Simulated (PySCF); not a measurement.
Bonds (- single, = double, # triple, : aromatic): F1-C2 1.383 Å, C2-C3 1.499 Å, C3=C4 1.323 Å, C4-C5 1.498 Å, C5-O6 1.412 Å, O6-C7 1.404 Å, C7-C2 1.534 Å. C2 carries H8; C3 carries H9; C4 carries H10; C5 carries H11, H12; C7 carries H13, H14. Stereochemistry as in F[C@H]1C=CCOC1. H12, H13 are cis to F1 on the ring; H11, H14 are trans to F1 on the ring.

Theory: geometry: GFN2-xTB, GIAO PBE0/pcSseg-1 shieldings, in PySCF 2.14.0 with density-fitted response routines (single conformer, non-relativistic, no solvent model).

List the cross peaks expected in HSQC, COSY and HMBC spectra.

Results:



HSQC (one-bond C–H):
```csv
δH,δC
6.39 (H9),135.8 (C3)
5.97 (H10),136.9 (C4)
5.29 (H8),86.0 (C2)
4.35 (H14),70.5 (C7)
4.33 (H12),69.5 (C5)
4.31 (H11),69.5 (C5)
3.50 (H13),70.5 (C7)
```

COSY cross peaks (H two or three bonds apart, from the bond graph; peaks can be absent where the dihedral angle is near 90°):
```csv
δH,δH
6.39 (H9),5.97 (H10)
6.39 (H9),5.29 (H8)
5.97 (H10),4.33 (H12)
5.97 (H10),4.31 (H11)
5.29 (H8),4.35 (H14)
5.29 (H8),3.50 (H13)
4.35 (H14),3.50 (H13)
4.33 (H12),4.31 (H11)
```

HMBC (two and three bonds, from the bond graph):
```csv
δH,δC
6.39 (H9),"136.9 (C4), 86.0 (C2), 70.5 (C7), 69.5 (C5)"
5.97 (H10),"135.8 (C3), 86.0 (C2), 69.5 (C5)"
5.29 (H8),"136.9 (C4), 135.8 (C3), 70.5 (C7)"
4.35 (H14),"135.8 (C3), 86.0 (C2), 69.5 (C5)"
4.33 (H12),"136.9 (C4), 135.8 (C3), 70.5 (C7)"
4.31 (H11),"136.9 (C4), 135.8 (C3), 70.5 (C7)"
3.50 (H13),"135.8 (C3), 86.0 (C2), 69.5 (C5)"
```

Chemical shifts δ = σref − σ; ¹H and ¹³C against TMS, all at this level.

Short H···H contacts in this conformer between protons four or more bonds apart (candidates for NOE cross peaks, intensity ∝ r⁻⁶): H12···H13 2.58 Å.

Shifts are as computed. Against solution values, carbons near 30 ppm lie about +3 ppm off and those near 130 ppm about +5 ppm. Of 1211 compounds with measured shifts, 218 miss one by over three times the rms of a fit or turn the order of signals round; such compounds aren't used in these exercises.
